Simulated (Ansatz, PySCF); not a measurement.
OY, SMILES [O]=[Y] (connectivity only; charge and spin as stated), neutral, multiplicity 2. Atoms are numbered in the order given.

```xyz
2

Y      0.0000     0.0000    -0.2978
O      0.0000     0.0000     1.4893
```
Charge 0, spin multiplicity 2.

Geometry optimised at PBE0-D3(BJ)/def2-TZVPD. The def2 effective core potentials stand for the cores of Y; spin–orbit coupling is left out.

Two levels are set side by side: PBE-D3(BJ)/def2-TZVPD (Ansatz, an electronic-structure program) and PBE0-D3(BJ)/def2-TZVPD (Ansatz). Each level has its own optimised geometry; the coordinates shown are those of the second. Frequencies come from the Hessian of PySCF at each geometry. Differences are taken from unrounded values.

```json
[
 {"quantity": "bond Y1–O2 (Å)", "PBE0-D3(BJ)": "1.787", "PBE-D3(BJ)": "1.806", "PBE-D3(BJ) minus PBE0-D3(BJ)": "0.019"},
 {"quantity": "highest harmonic wavenumber (cm⁻¹)", "PBE0-D3(BJ)": "890", "PBE-D3(BJ)": "852", "PBE-D3(BJ) minus PBE0-D3(BJ)": "-38"},
 {"quantity": "mean harmonic wavenumber (cm⁻¹)", "PBE0-D3(BJ)": "890", "PBE-D3(BJ)": "852", "PBE-D3(BJ) minus PBE0-D3(BJ)": "-38"},
 {"quantity": "zero-point energy (kcal/mol)", "PBE0-D3(BJ)": "1.27", "PBE-D3(BJ)": "1.22", "PBE-D3(BJ) minus PBE0-D3(BJ)": "-0.05"}
]
```
